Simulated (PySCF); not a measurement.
B(H)(Br)(vinyl) (C2H4BBr), SMILES C=CBBr.

Geometry optimised at B3LYP-D3(BJ)/def2-SVP. This is a generated structure with no PubChem entry under its InChIKey; it may be hypothetical. Other conformers were not sampled.

Two levels are set side by side: PBE/def2-TZVP (PySCF) and r2SCAN/def2-TZVP (PySCF). Same geometry, gas phase. Differences are taken from unrounded values.

```csv
quantity,r2SCAN,PBE,PBE minus r2SCAN
orbital gap (eV),4.00,3.51,-0.49
highest occupied level (eV),-7.08,-6.79,0.29
lowest empty level (eV),-3.08,-3.28,-0.20
dipole moment (D),1.86,1.75,-0.11
mean polarisability (bohr³),58.6,60.1,1.5
```

Rough cost on one machine, each run with all the roots and properties that it gave: r2SCAN against PBE about 4 times.
